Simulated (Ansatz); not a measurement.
SnF4, SMILES [F][Sn]([F])([F])[F].

Geometry: PBE0-D3(BJ)/def2-SVP. The isomer is the one that the SMILES or the coordinates give; other isomers of the formula were not compared. The def2 effective core potentials stand for the cores of Sn; spin–orbit coupling is left out.

Two levels are set side by side: PBE/def2-SVPD (Ansatz, a program for electronic structure) and PBE0/def2-SVPD (Ansatz). Energy differences of separate SCF runs at the same geometry; the states with an electron removed or added have multiplicity 2 and 2. Differences are taken from unrounded values.

| quantity | PBE0 |
|---|---|
| vertical ionisation energy (eV) | 14.89 |
| vertical electron affinity (eV) | 1.93 |
| vertical singlet–triplet gap (eV) | 6.31 |

**Question.** What does PBE give, and how far is it from PBE0? (The exact figures need the calculation; the answer reports its results.)

**Answer.** 
```
quantity                             PBE  PBE minus PBE0
---------------------------------  -----  --------------
vertical ionisation energy (eV)    13.76           -1.13
vertical electron affinity (eV)     1.99            0.05
vertical singlet–triplet gap (eV)   5.26           -1.05
```
